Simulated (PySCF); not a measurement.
# Broadened absorption spectrum of trans-cinnamaldehyde

trans-cinnamaldehyde, C9H8O.
SMILES with atom numbers: `[O:1]=[CH:2]/[CH:3]=[CH:4]/[c:5]1[cH:6][cH:7][cH:8][cH:9][cH:10]1` (hydrogens: H11 on C2; H12 on C3; H13 on C4; H14 on C6; H15 on C7; H16 on C8; H17 on C9; H18 on C10)

Method used: PySCF 2.14.0, density-fitted response routines, TDDFT CAM-B3LYP/def2-SVPD, vertical, gas phase, core orbitals frozen in the response. Geometry: PBE0-D3(BJ)/def2-SVP, one conformer, isolated molecule. Torsions of this conformer, `[O:1]=[CH:2]/[CH:3]=[CH:4]/[c:5]1[cH:6][cH:7][cH:8][cH:9][cH:10]1`: O1–C2–C3–C4 -179°, C3–C4–C5–C6 1°.

Computed states:

```json
{"state": "S1", "E (eV)": "3.76", "f": "0.0002"}
{"state": "S2", "E (eV)": "4.61", "f": "0.714"}
{"state": "S3", "E (eV)": "4.88", "f": "0.0081"}
{"state": "S4", "E (eV)": "6.06", "f": "0.241"}
{"state": "S5", "E (eV)": "6.39", "f": "0.257"}
{"state": "S6", "E (eV)": "6.58", "f": "0.0002"}
{"state": "S7", "E (eV)": "6.76", "f": "0.010"}
{"state": "S8", "E (eV)": "6.87", "f": "0.0001"}
{"state": "S9", "E (eV)": "6.98", "f": "0.0040"}
{"state": "S10", "E (eV)": "7.16", "f": "0.136"}
```

Each state is given a Gaussian of 0.4 eV full width at half maximum, with ε(max) = 2.175×10⁸ f / Δν̃ (Δν̃ the width in cm⁻¹). The width is an assumption, not a result. The curve ends short of the highest state used, and states not computed would add to its high-energy end.

Question: What does the envelope look like, and where are its maxima?

Answer: 
E (eV), ε (L mol⁻¹ cm⁻¹) and a bar:
```
     3.16          0 
     3.24          0 
     3.32          0 
     3.40          1 
     3.47          3 
     3.55          5 
     3.63          9 
     3.71         11 
     3.79         12 
     3.87         13 
     3.95         30 
     4.03        139 
     4.11        610 
     4.19       2194 #
     4.27       6330 ####
     4.35      14633 #########
     4.43      27104 #################
     4.50      38758 #########################
     4.58      47408 ##############################
     4.66      46517 #############################
     4.74      36669 #######################
     4.82      23296 ###############
     4.90      12004 ########
     4.98       5079 ###
     5.06       1804 #
     5.14        556 
     5.22        154 
     5.30         40 
     5.38         15 
     5.45         30 
     5.53        132 
     5.61        509 
     5.69       1575 #
     5.77       3913 ##
     5.85       7830 #####
     5.93      12709 ########
     6.01      17030 ###########
     6.09      19551 ############
     6.17      20468 #############
     6.25      20815 #############
     6.33      20734 #############
     6.41      19154 ############
     6.48      15987 ##########
     6.56      11111 #######
```

Maxima: 328 nm (3.78 eV), ε about 12, made up of S1 (98%) (hardly more than a shoulder); 269 nm (4.61 eV), ε about 48000, made up of S2 (100%); 197 nm (6.29 eV), ε about 21000, made up of S4 (31%) and S5 (69%) (ε in L mol⁻¹ cm⁻¹; maxima over ε = 5, shares over 10%).

Question: Coming from long wavelengths, where does ε first pass 100 L mol⁻¹ cm⁻¹?

Answer: At about 309 nm (4.01 eV), 0.26 eV above S1.

Question: What would ε be at 4.61 eV, the highest of these maxima, with half the width (0.2 eV)?

Answer: About 96300 L mol⁻¹ cm⁻¹ against 48300, a factor of about 1.99; a lone state at its own centre would give exactly 2.

Question: On this curve, what absorbance would a 10⁻⁴ mol/L sample give at 254 nm over a 1 cm path?

Answer: 254 nm is 4.881 eV, where ε is about 14000 L mol⁻¹ cm⁻¹, so A = ε c l ≈ 1.4 (Beer–Lambert, with the gas-phase spectrum and the assumed width).

All these states lie below the vertical ionisation energy of 8.86 eV (ΔSCF).
